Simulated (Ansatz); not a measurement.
Species: GaH$_{2}$F, charge 0, singlet. GaH2F (SMILES [F][GaH2]).
B3LYP-D3(BJ)/def2-TZVP minimum from Ansatz (a first-principles code):
```
Ga
F 1 1.7702
H 1 1.5562 2 113.61
H 1 1.5562 3 132.78 2 -180.00
```

Hartree-Fock and MP2 correlation energies in hartree (Ansatz). UHF or UKS for unpaired electrons; spin-orbit terms are left out. Correlated methods leave the cores frozen (noble-gas shells, and filled d and f shells in the p block). No relativity.

| basis | X | E(HF) | E(corr, MP2) |
|---|---|---|---|
| cc-pVTZ | 3 | -2023.95601 | -0.34132 |
| cc-pVQZ | 4 | -2023.96978 | -0.37148 |
| cc-pV5Z | 5 | -2023.97246 | withheld |

**Question.** Fit E(corr) = E∞ + A/X³ to X = 3 and 4, predict X = 5, and compare with the run.

**Answer.** A = (-0.34132 - (-0.37148))/(1/27 - 1/64) = 1.4086; E∞ = -0.37148 - A/64 = -0.39349; at X = 5, E∞ + A/125 = -0.38222. The run gave -0.38409, 1.87 mEh below the prediction. The same form on X = 4 and 5 gives E∞ = -0.39732, 3.83 mEh below the first estimate.
